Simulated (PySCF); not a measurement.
How methods differ on the ionisation energy of Br(20+)

Br(20+) [Ne] 3s2 3p3 (4S) → Br(21+) [Ne] 3s2 3p2 (3P), as a difference of total energies. Computed with PySCF 2.14 in an uncontracted even-tempered set (18 s from 2.1 bohr⁻², ratio 2.5; 12 p from 2.7 bohr⁻², ratio 2.5; 5 d from 12 bohr⁻², ratio 2.7; 4 f from 18 bohr⁻², ratio 2.7), with scalar relativity by spin-free X2C-1e. Correlated levels: outer shells: 1s2 frozen; virtual orbitals above 40 to 60 times the deepest correlated orbital energy dropped. The calculations carry no spin-orbit coupling.

```tsv
method	ionisation energy (eV)
UHF	868.30
MP2 (outer shells)	868.88
SCS-MP2 (outer shells)	868.62
CCSD (outer shells)	868.69
CCSD(T) (outer shells)	868.68
```

Question: How much does correlation contribute at CCSD(T) (outer shells)?

Answer: 868.68 − (868.30) = 0.38 eV, measured against UHF.

Spin-orbit coupling is strong in these open shells (close to jj coupling). The scalar numbers leave it out and a first-order estimate fails, so it can dominate the gap to the real levels.

Breit and QED terms and the two-electron picture change are absent.

For comparison: 870 ± 3 eV (semi-empirical (NIST evaluation); NIST Atomic Spectra Database, ionization energies).
